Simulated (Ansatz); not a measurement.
Relaxation of a periodic cell of 20 atoms, HC18N (surface graphene monolayer, adsorbate NH), to a largest force component of 0.08 eV/Å in at most 25 steps.

Computed with DFT r2SCAN, scalar-relativistic, plane waves, PAW (Ansatz). Settings: accuracy low, cutoff 500 eV, k mesh 2x2x1, fermi-dirac smearing 0.02 eV, no spin polarisation.

```xyz
20
Lattice="7.3980 0.0000 0.0000 -3.6990 6.4069 0.0000 0.0000 0.0000 12.0000" Properties=species:S:1:pos:R:3:forces:R:3
C 0.000 0.000 1.000 -3.01 -0.88 -1.33
C 1.233 0.712 1.000 -0.13 -2.05 3.64
C -1.233 2.136 1.000 0.91 1.14 -0.15
C 0.000 2.847 1.000 -3.05 0.93 -1.40
C -2.466 4.271 1.000 -0.03 -0.58 -0.01
C -1.233 4.983 1.000 0.34 0.11 -0.05
C 2.466 0.000 1.000 3.07 -0.95 -1.32
C 3.699 0.712 1.000 -0.92 -1.18 -0.15
C 1.233 2.136 1.000 -0.17 2.10 3.66
C 2.466 2.847 1.000 3.10 0.99 -1.38
C 0.000 4.271 1.000 -0.31 -0.07 -0.05
C 1.233 4.983 1.000 -0.02 0.59 -0.01
C 4.932 0.000 1.000 -0.01 -0.62 0.10
C 6.165 0.712 1.000 0.90 -1.14 -0.14
C 3.699 2.136 1.000 -0.93 1.18 -0.16
C 4.932 2.847 1.000 -0.01 0.60 0.11
C 2.466 4.271 1.000 0.33 -0.11 -0.05
C 3.699 4.983 1.000 -0.32 0.06 -0.04
N 1.242 1.430 2.310 0.50 -0.18 0.32
H 1.154 1.381 3.340 -0.24 0.06 -1.60
```

Where does it end, and by what steps?

It converged. Limits of this set-up: slab without dipole correction, open-shell adsorbate without spin, low accuracy level. After 9 steps the energy has fallen by 2.592 eV; H20 moved furthest, 0.85 Å.

```tsv
step	energy less start (eV)	largest force component (eV/Å)	accepted
0	0.0000	3.662	yes
1	-1.3353	2.222	yes
2	-1.7203	1.230	yes
3	-1.9299	1.930	yes
4	-2.1214	1.480	yes
5	-2.3650	1.962	yes
6	-2.5205	1.120	yes
7	-2.5833	0.547	yes
8	-2.5906	0.129	yes
9	-2.5919	0.047	yes
```

```xyz
20
Lattice="7.3980 0.0000 0.0000 -3.6990 6.4069 0.0000 0.0000 0.0000 12.0000" Properties=species:S:1:pos:R:3
C 0.008 -0.015 1.017
C 1.272 0.665 1.308
C -1.188 2.149 0.983
C 0.008 2.859 1.017
C -2.428 4.265 0.933
C -1.186 4.977 0.927
C 2.538 -0.020 1.019
C 3.728 0.694 0.988
C 1.272 2.179 1.308
C 2.538 2.863 1.019
C 0.031 4.273 0.928
C 1.271 4.985 0.933
C 4.969 -0.014 0.937
C 6.210 0.695 0.983
C 3.728 2.150 0.988
C 4.969 2.858 0.937
C 2.513 4.273 0.927
C 3.730 4.978 0.928
N 1.323 1.422 2.586
H 0.382 1.422 2.982
```

The run took 2.2 min on 2 threads of Arm Neoverse V2, with other jobs on the host, peak memory 1.3 GiB.
